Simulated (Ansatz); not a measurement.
```yaml
crystal:
  periodic: [false, false, false]
  atoms:
    - {symbol: C, position_ang: [-0.650344, -1.498822, -0.254400]}
    - {symbol: S, position_ang: [0.235611, -0.032633, -0.730133]}
    - {symbol: C, position_ang: [1.587766, -0.044517, 0.370912]}
    - {symbol: B, position_ang: [-1.118055, 1.345283, 0.076250]}
    - {symbol: F, position_ang: [-0.523123, 2.355848, -0.051942]}
    - {symbol: F, position_ang: [-2.244990, 1.272821, -0.623781]}
    - {symbol: F, position_ang: [-1.038590, 1.011176, 1.386309]}
    - {symbol: H, position_ang: [-1.519880, -1.517441, -0.978629]}
    - {symbol: H, position_ang: [-0.873576, -1.396318, 0.702606]}
    - {symbol: H, position_ang: [0.182932, -2.450106, -0.741048]}
    - {symbol: H, position_ang: [2.231236, 1.080949, 0.155401]}
    - {symbol: H, position_ang: [1.281193, 0.007833, 1.339938]}
    - {symbol: H, position_ang: [2.401074, -0.624668, -0.050409]}
basis:
  gaussian: {orbitals: def2-TZVP}
total_charge: -1
magnetization: {spin_polarized: true, initial_magnetization: 1}
hamiltonian: {xc: {name: B3LYP5}}
accuracy: high
output: {forces: true}
```

```sh
$ ansatz run in.yaml --threads 4 --pin off --events-out ev --progress --plain --max-ram 11315MiB
```

It prints (some lines left out):

```
Functional definition: B3LYP5
4739 factors; integrals over basis functions are off by at most 2.4e-8 eV
mean field evaluation 1: about -21824.4136 eV, gradient 4.5e1 eV
mean field evaluation 2: about -21811.2690 eV, gradient 6.4e1 eV
mean field evaluation 4: about -21832.6814 eV, gradient 1.0e1 eV
mean field evaluation 8: about -21833.6400 eV, gradient 1.1e0 eV
mean field evaluation 16: about -21833.6489 eV, gradient 9.5e-3 eV
mean field evaluation 32: about -21833.6489 eV, gradient 2.9e-6 eV
mean field -21833.64887975 eV, -802.3717969520 hartree, gradient 2.2e-8 eV, S^2 0.751550; 8 other end points of the search recorded, 0 dependent functions left out
reference -21833.64892485 eV, -802.3717986094 hartree; 34, 33 occupied and 225, 226 virtual orbitals, 4739 factors
Total energy: -21833.64892485 eV, -802.3717986094 hartree
Atom 0 at    -0.650344    -1.498822    -0.254400 Å, force     1.846817    -2.340240    -6.993415 eV/Å
Atom 1 at     0.235611    -0.032633    -0.730133 Å, force    -0.181775    -0.289674    -1.476923 eV/Å
Atom 2 at     1.587766    -0.044517     0.370912 Å, force     2.786603     3.287437    -3.543139 eV/Å
Atom 3 at    -1.118055     1.345283     0.076250 Å, force    -2.530401    -8.149346     1.367768 eV/Å
Atom 4 at    -0.523123     2.355848    -0.051942 Å, force     6.039295    11.648477    -2.277885 eV/Å
Atom 5 at    -2.244990     1.272821    -0.623781 Å, force    -2.200658    -0.729255    -0.647031 eV/Å
Atom 6 at    -1.038590     1.011176     1.386309 Å, force    -1.476213    -1.365432     2.358654 eV/Å
Atom 7 at    -1.519880    -1.517441    -0.978629 Å, force     0.324628    -0.103903     0.879272 eV/Å
Atom 8 at    -0.873576    -1.396318     0.702606 Å, force    -1.136392    -0.375940     4.589310 eV/Å
Atom 9 at     0.182932    -2.450106    -0.741048 Å, force    -1.560242     1.344956     1.545789 eV/Å
Atom 10 at     2.231236     1.080949     0.155401 Å, force    -1.308635    -1.423516     0.517501 eV/Å
Atom 11 at     1.281193     0.007833     1.339938 Å, force    -0.278648    -0.583914     2.832528 eV/Å
Atom 12 at     2.401074    -0.624668    -0.050409 Å, force    -0.324377    -0.919650     0.847571 eV/Å
Dipole moment:    -0.208354     0.469019     0.136945 e Å
```

It took 41 s on 4 threads of an Intel Xeon Platinum 8488C on a shared host, with 2.5 GiB of host memory at the peak.
